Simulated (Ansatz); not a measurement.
Basis sets compared for MoO2(NH2)2 (MoN₂O₂H₄). The state is a singlet with charge 0. Geometry PBE0-D4/def2-SVP. Ansatz on 2 threads of Arm Neoverse V1 on a shared host; times are rough, and most runs start from earlier orbitals.

```tsv
atom	x (Å)	y (Å)	z (Å)
Mo1	0.083	0.638	0.115
O2	-0.832	1.482	1.246
O3	1.227	1.566	-0.695
N4	-1.129	-0.082	-1.201
H5	-0.888	-0.235	-2.176
H6	-2.108	-0.285	-1.025
N7	1.019	-0.768	1.048
H8	0.704	-1.183	1.920
H9	1.925	-1.133	0.769
```

In the def2 sets Mo takes a core potential, while STO-3G treats all electrons; there is no spin–orbit coupling.

STO-3G and 6-31G are all-electron sets without relativity, so their totals don't compare with the def2 sets.

Binding counts from free atoms (Mo septet, O triplet, N quartet, H doublet) in the same basis, without a counterpoise term.

```tsv
level	functions	energy (Eh)	HOMO (eV)	LUMO (eV)	binding per atom (eV)	wall time
HF/STO-3G	51	-4193.5754	-7.68	6.16	2.32	0.8 s
PBE-D4/def2-SVP	107	-330.2813	-6.11	-2.42	4.30	1.8 s
PBE0-D4/def2-SVP	107	-330.2001	-7.55	-1.66	3.96	2.2 s
```

Task: Estimate the rows for HF/def2-TZVP, PBE-D4/def2-TZVP (with forces), PBE0-D4/def2-TZVP (with forces).

Result: 
```tsv
level	functions	energy (Eh)	HOMO (eV)	LUMO (eV)	binding per atom (eV)	wall time
HF/def2-TZVP	188	-328.6500	-11.06	1.88	1.96	2.8 s
PBE-D4/def2-TZVP (with forces)	188	-330.6166	-6.29	-2.58	4.26	3.4 s
PBE0-D4/def2-TZVP (with forces)	188	-330.5355	-7.66	-1.76	3.94	5.5 s
```
